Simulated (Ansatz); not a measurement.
Mulliken charges of `C=C(C)[SeH]` from ωB97M-V/def2-TZVPP in Ansatz (PBE0-D4/def2-TZVP geometry).

| atom | x (Å) | y (Å) | z (Å) | charge (e) |
| --- | --- | --- | --- | --- |
| C1 | -1.322 | 0.735 | -0.321 | -0.233 |
| C2 | -0.118 | 0.177 | -0.290 | -0.025 |
| C3 | 0.362 | -0.727 | 0.793 | -0.295 |
| Se4 | 1.065 | 0.455 | -1.767 | -0.029 |
| H5 | -1.634 | 1.405 | -1.113 | 0.102 |
| H6 | -2.041 | 0.523 | 0.464 | 0.094 |
| H7 | -0.403 | -0.838 | 1.565 | 0.093 |
| H8 | 1.266 | -0.328 | 1.262 | 0.112 |
| H9 | 0.612 | -1.715 | 0.398 | 0.129 |
| H10 | 2.295 | 0.263 | -0.988 | 0.052 |

Question: By hand: the dipole of these point charges (1 e Å = 4.8032 D).

Answer: Σ q r = (0.117, -0.104, 0.116) e Å, of length 0.195 e Å = 0.94 D.

Question: How does the dipole of the full density compare? (An estimate is asked.)

Answer: The calculation gave: (0.010, -0.100, 0.254) e Å, 1.31 D; the point charges give 0.72 times that, at 40° from its direction.

Point charges leave out the atoms' own dipoles, such as those of lone pairs, and Mulliken's split depends on the basis, so the two needn't agree.
